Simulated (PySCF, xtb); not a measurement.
Sn(H)(OMe) (CH4OSn), SMILES C[O][SnH] (connectivity only; charge and spin as stated), neutral, multiplicity 1.

Harmonic wavenumbers (cm⁻¹) from GFN2-xTB (xtb 6.7.1) at its own minimum, in rising order: 89, 100, 199, 357, 452, 1066, 1118, 1126, 1159, 1406, 1477, 1478, 2938, 2944, 2955.

### Question
What does B3LYP-D3(BJ)/def2-SVP (PySCF) give at its own minimum? (Estimate from the structure and the level; the computed values follow.)

### Answer
125, 238, 277, 516, 627, 1120, 1166, 1181, 1462, 1465, 1469, 1616, 2961, 3034, 3038. Paired by order, the mean absolute difference is 97 cm⁻¹ and the zero-point energies are 27.0 and 29.0 kcal/mol.
